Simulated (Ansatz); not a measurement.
Ansatz results at the PBE0-D4/def2-TZVP geometry: size of the dipole moment (B3LYP/def2-TZVPP) 2.20 D; HOMO energy (ωB97M-V/def2-TZVPP) -10.04 eV; size of the dipole moment (PBE/def2-TZVPP) 2.17 D.

Each molecule was computed in one conformer, which needn't be the lowest.

Q: Which molecule gave them?
A. `[OH][Nb]([OH])([OH])([F])[F]`
B. `[OH][Nb]([OH])([F])=[S]`
C. `C[O][Nb](=[O])([O]C)[O]C`
D. `[NH2][Nb]([F])([F])=[S]`

A: B. The others give `[OH][Nb]([OH])([OH])([F])[F]`: 3.30, -11.99, 3.19; `[NH2][Nb]([F])([F])=[S]`: 3.41, -10.12, 3.39; `C[O][Nb](=[O])([O]C)[O]C`: 0.81, -10.43, 0.77.

B3LYP here is the variant with VWN-RPA as its local correlation; programs differ in this.
